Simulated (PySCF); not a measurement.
**Spinor energies of Sr²⁷⁺ (strontium, charge +27)**

Start: [Ne] 3s1; 3s1/2 filled at m_j = +1/2. Calculated with PySCF 2.14 in an uncontracted even-tempered set (19 s from 4 bohr⁻², ratio 2.4; 13 p from 5.2 bohr⁻², ratio 2.4; 5 d from 17 bohr⁻², ratio 2.6; 4 f from 26 bohr⁻², ratio 2.6): generalised Hartree-Fock with the X2C-1e Hamiltonian and a Gaussian nucleus; one run each with spin-orbit coupling (SO) switched off, then screened by Boettger's factors.

```json
{"spinor shell": "1s1/2", "electrons": "2", "ε, spin-free (eV)": "-17556.2", "ε, screened SO (eV)": "-17555.8", "weight of nominal j (screened SO)": "1.000", "rms radius, screened SO (bohr)": "0.0450"}
{"spinor shell": "2s1/2", "electrons": "2", "ε, spin-free (eV)": "-3539.5", "ε, screened SO (eV)": "-3539.4", "weight of nominal j (screened SO)": "1.000", "rms radius, screened SO (bohr)": "0.183"}
{"spinor shell": "2p1/2", "electrons": "2", "ε, spin-free (eV)": "-3293.3", "ε, screened SO (eV)": "-3342.2", "weight of nominal j (screened SO)": "1.000", "rms radius, screened SO (bohr)": "0.160"}
{"spinor shell": "3s1/2", "electrons": "1", "ε, spin-free (eV)": "-1386.7", "ε, screened SO (eV)": "-1386.7", "weight of nominal j (screened SO)": "1.000", "rms radius, screened SO (bohr)": "0.444"}
```

(1) Where does 2p3/2 lie, and what is the 2p spin-orbit splitting (screened SO)?

```csv
quantity,spin-free,screened SO
E (hartree),-2663.97324,-2664.18841
M_J,1/2,1/2
⟨J²⟩,0.750,0.750
⟨L²⟩,0.000,0.002
⟨S²⟩,0.750,0.752
```

Each row is a mean over spinors that exchange with the open shell spreads, by up to 6.463 eV (2s1/2).

Breit and QED terms are absent; they matter most for the inner s and p1/2 levels.

Densities and radii are taken from the X2C orbitals without a picture-change correction, which distorts them close to the nucleus.

Without spin-orbit coupling the j labels of p, d and f shells carry no meaning; the spin-free column gives the mean over the occupied spinors of each nl shell.

Answers

(1) At -3270.2 eV, 71.999 eV above 2p1/2.
